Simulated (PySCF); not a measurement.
H2Te, charge +1, doublet, geometry from GFN2-xTB (a state made from the parent by changing its charge; the spin is typed, not shown lowest) (core potentials on Te); PySCF with HF/def2-SV(P).

Input for PySCF:
```python
from pyscf import gto, scf

mol = gto.M(
    atom='''
Te   -0.000255    0.042238    0.001969
H    -1.179316   -1.104190   -0.076256
H     1.192593   -1.092189   -0.026112
''',
    basis='def2-sv(p)',
    ecp={'Te': 'def2-sv(p)'},
    charge=1,
    spin=1,
    verbose=4,
)

mf = scf.UHF(mol)
mf.kernel()
```

Predict the main parts of the log of this PySCF run.


```
PySCF version 2.14.0

[INPUT] verbose = 4
[INPUT] num. atoms = 3
[INPUT] num. electrons = 25
[INPUT] charge = 1
[INPUT] spin (= nelec alpha-beta = 2S) = 1
[INPUT] symmetry False subgroup None
[INPUT] Mole.unit = angstrom
[INPUT] Symbol           X                Y                Z      unit          X                Y                Z       unit  Magmom
[INPUT]  1 Te    -0.000255000000   0.042238000000   0.001969000000 AA   -0.000481880162   0.079818252049   0.003720870739 Bohr   0.0
[INPUT]  2 H     -1.179316000000  -1.104190000000  -0.076256000000 AA   -2.228584254318  -2.086616689483  -0.144102955355 Bohr   0.0
[INPUT]  3 H      1.192593000000  -1.092189000000  -0.026112000000 AA    2.253674148073  -2.063938086263  -0.049344528565 Bohr   0.0

nuclear repulsion = 15.6510490042271
number of shells = 14
number of NR pGTOs = 69
number of NR cGTOs = 30
basis = def2-sv(p)
ecp = {'Te': 'def2-sv(p)'}

******** <class 'pyscf.scf.uhf.UHF'> ********
method = UHF
initial guess = minao
damping factor = 0
level_shift factor = 0
DIIS = <class 'pyscf.scf.diis.CDIIS'>
diis_start_cycle = 1
diis_space = 8
diis_damp = 0
SCF conv_tol = 1e-09
SCF conv_tol_grad = None
SCF max_cycles = 50
direct_scf = True
direct_scf_tol = 1e-13
number electrons alpha = 13  beta = 12
Set gradient conv threshold to 3.16228e-05
init E= -239.558505533437

cycle= 1 E= -267.309205011877  delta_E= -27.8  |g|= 1.16  |ddm|= 4.85
cycle= 2 E= -267.804621834995  delta_E= -0.495  |g|= 0.332  |ddm|= 2.25
cycle= 3 E= -267.836023436062  delta_E= -0.0314  |g|= 0.0209  |ddm|= 0.41
cycle= 4 E= -267.836566930623  delta_E= -0.000543  |g|= 0.00744  |ddm|= 0.0372
cycle= 5 E= -267.836671376027  delta_E= -0.000104  |g|= 0.00251  |ddm|= 0.0192
cycle= 6 E= -267.836690018852  delta_E= -1.86e-05  |g|= 0.00138  |ddm|= 0.00801
cycle= 7 E= -267.836697947  delta_E= -7.93e-06  |g|= 0.000638  |ddm|= 0.00625
cycle= 8 E= -267.836700001755  delta_E= -2.05e-06  |g|= 0.000143  |ddm|= 0.00449
cycle= 9 E= -267.836700073163  delta_E= -7.14e-08  |g|= 3.36e-05  |ddm|= 0.000838
cycle= 10 E= -267.836700075922  delta_E= -2.76e-09  |g|= 6.39e-06  |ddm|= 0.000147
cycle= 11 E= -267.836700076005  delta_E= -8.31e-11  |g|= 1.29e-06  |ddm|= 2.48e-05
Extra cycle  E= -267.836700076008  delta_E= -3.07e-12  |g|= 5.84e-07  |ddm|= 2.97e-06
converged SCF energy = -267.836700076008  <S^2> = 0.763301  2S+1 = 2.0132571
```
